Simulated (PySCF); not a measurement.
C3H14Si3, SMILES C[C@H](C[SiH3])[SiH2][SiH3].

Geometry: PBE0-D3(BJ)/def2-SVP. The structure was generated by enumeration; whether it is a known compound was not checked. Other conformers were not sampled.

Two levels are set side by side: PBE/def2-TZVP (PySCF) and PBE0/def2-TZVP (PySCF). Same geometry, gas phase. Differences are taken from unrounded values.

```tsv
quantity	PBE0
orbital gap (eV)	7.99
highest occupied level (eV)	-7.94
lowest empty level (eV)	0.05
dipole moment (D)	1.17
```

**Question.** What does PBE give, and how far is it from PBE0? (Estimate from the structure and the level; the computed values follow.)

**Answer.** 
| quantity | PBE | PBE minus PBE0 |
|---|---|---|
| orbital gap (eV) | 6.03 | -1.96 |
| highest occupied level (eV) | -6.81 | 1.13 |
| lowest empty level (eV) | -0.78 | -0.83 |
| dipole moment (D) | 1.20 | 0.03 |

Without exact exchange PBE keeps part of each electron's self-repulsion, which lifts occupied levels and narrows the gap. Differences between two approximate levels are no errors against the true value.

Rough cost on one machine, each run with all the roots and properties that it gave: PBE0 against PBE within a factor of 2.
